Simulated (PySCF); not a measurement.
Gas-phase reaction: GeH₃ + GeH₂Cl₂ + H ⇌ 2 GeH₃Cl

Energies from PySCF (xtb for GFN2), thermal terms from the rigid-rotor harmonic-oscillator model, ideal gas at 1 bar. † marks an energy on the PBE0/def2-TZVP geometry and frequencies; other levels use their own. MP2 and CCSD(T) freeze the core. Open shells (unrestricted): GeH₃ (multiplicity 2), H (multiplicity 2); the rest are closed-shell singlets. GFN2 has no spin-polarisation term. Ge: all electrons, no relativistic terms. GeH₃: computed as isolated molecules; such fragments, hydroxides, amides, oligomers or adducts are transient or little studied in the gas. MP2 isn't extrapolated to the basis-set limit; its ΔH°(298 K) is -323.6 kJ in def2-SVP and -340.3 kJ in def2-TZVPP. CCSD(T) isn't extrapolated to the basis-set limit; its ΔH°(298 K) is -335.3 kJ in def2-SVP and -351.2 kJ in def2-TZVPP. The harmonic model lacks anharmonicity and excited electronic states, which grow with temperature; levels with a mode under 35 cm⁻¹ are left out.

| level | ΔE electronic, kJ | ΔH°(298 K), kJ | ΔS°(298 K), J/K | ΔG°(600 K), kJ |
|---|---|---|---|---|
| BLYP/def2-TZVP† | -360 | -341 | -118 | -268 |
| CCSD(T)/def2-SVP† | -355 | -335 | -118 | -263 |
| CCSD(T)/def2-TZVPP† | -371 | -351 | -118 | -279 |
| GFN2-xTB | -436 | -413 | -119 | -340 |
| HF/def2-TZVP† | -291 | -272 | -118 | -199 |
| MP2/def2-TZVPP† | -360 | -340 | -118 | -268 |
| PBE/def2-SVP | -352 | -333 | -118 | -261 |
| PBE/def2-TZVP† | -355 | -335 | -118 | -263 |
| PBE0/def2-QZVP† | -358 | -338 | -118 | -266 |
| PBE0/def2-TZVP | -358 | -338 | -118 | -266 |
| ωB97X-V/def2-TZVP† | -376 | -356 | -118 | -284 |
ΔH° is lowest at GFN2-xTB and highest at HF/def2-TZVP†. No reference value is set beside these.
